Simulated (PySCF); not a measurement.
## O²⁺ (oxygen, charge +2) across methods

[He] 2s1 2p3, high-spin 5S determinant (an excited configuration). Calculation: PySCF 2.14, in aug-cc-pwCVDZ; the non-relativistic Hamiltonian (point nucleus).

```
 method  E (hartree)  mean ε 1s β (eV)  mean ε 2s α (eV)  mean ε 2p α (eV)  Σ⟨r²⟩ (bohr²)   ⟨S²⟩
 r2SCAN     -72.9878           -558.13           -63.087           -46.735          4.993  6.000
r2SCANh     -72.9877           -562.37           -64.471           -47.770          4.989  6.000
 PBEsol     -72.6633           -551.00           -60.723           -45.603          5.051  6.000
    PBE     -72.8994           -553.05           -61.004           -45.752          5.047  6.000
   PBE0     -72.9219           -564.94           -65.108           -48.623          5.020  6.000
  M06-L     -72.9941           -558.12           -63.223           -46.419          4.932  6.000
   BP86     -72.9616           -553.68           -60.994           -45.730          5.032  6.000
    UHF    -72.87856           -599.87           -76.973           -56.763          4.972  6.000
    LDA     -72.4126           -549.06           -60.490           -45.683          5.069  6.000
```
